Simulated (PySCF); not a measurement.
# IrO₂: bending curve

Method: Ur2SCAN/[Ir def2-TZVP with ECP60, O def2-TZVP], scalar-relativistic core potentials, density fitting, no spin–orbit coupling, PySCF.

Rigid scan from the quartet minimum (Ir–O 1.724 Å (×2); O–Ir–O 117.5°). Coordinate: the O–Ir–O angle, bonds fixed. Energies in kJ/mol from the minimum.

Question: Predict the curve at 80, 90, 100, 110, 120, 130, 140, 150, 160, 170, 180.

Answer: 
```tsv
bond angle (°)	E (kJ/mol)	dipole size (D)	⟨S²⟩
80	152.8	3.84	3.78
90	74.9	3.38	3.77
100	28.4	3.01	3.77
110	4.8	2.74	3.77
120	0.7	2.54	3.77
130	12.1	2.34	3.77
140	34.6	2.07	3.76
150	62.4	1.68	3.76
160	90.4	1.20	3.76
170	113.6	0.67	3.76
180	123.5	0.00	3.76
```

With the bonds held, the linear shape lies 123.5 kJ/mol from the minimum.

With open d or f shells other occupations or spin states may lie lower. No spin–orbit coupling is included, which matters more the heavier the element.

Other isomers or separated fragments may lie lower.
